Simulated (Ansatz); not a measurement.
Species: sum formula SiP$_{2}$H$_{5}$ (charge 0, doublet). It need not be the lowest isomer of its formula. 
Structure (B3LYP-D3(BJ)/def2-TZVP (Ansatz, an electronic-structure program) minimum search):
SMILES: P[SiH]P
```xyz
8

P      1.9457     0.2100    -0.2277
Si    -0.2425     0.7852    -0.2391
P     -1.6281    -0.8211     0.5696
H      1.8981    -0.3322     1.0823
H      1.7552    -1.0537    -0.8536
H     -0.5911     1.2829    -1.5984
H     -2.8169    -0.1304     0.2147
H     -1.6140    -1.5922    -0.6258
```
Charge 0, spin multiplicity 2.

Dipole moments at this geometry, in debye (magnitudes).

```json
[
 {"level": "BLYP/def2-TZVPD", "program": "Ansatz", "dipole (D)": "0.61"},
 {"level": "B3LYP/def2-TZVPD", "program": "Ansatz", "dipole (D)": "0.66"},
 {"level": "PBE0/def2-TZVPD", "program": "Ansatz", "dipole (D)": "0.75"},
 {"level": "BHLYP/def2-TZVPD", "program": "Ansatz", "dipole (D)": "0.71"},
 {"level": "r2SCANh/def2-TZVPD", "program": "Ansatz", "dipole (D)": "0.75"},
 {"level": "r2SCAN0/def2-TZVPD", "program": "Ansatz", "dipole (D)": "0.76"},
 {"level": "CAM-B3LYP/def2-TZVPD", "program": "Ansatz", "dipole (D)": "0.73"},
 {"level": "wB97X-V/def2-TZVPD", "program": "Ansatz", "dipole (D)": "?"},
 {"level": "CCSD(T)/aug-cc-pV(D+d)Z", "program": "Ansatz", "dipole (D)": "?"}
]
```

Question: Fill in the missing entries.

Answer: 
- wB97X-V/def2-TZVPD, dipole (D): 0.81
- CCSD(T)/aug-cc-pV(D+d)Z, dipole (D): 0.68
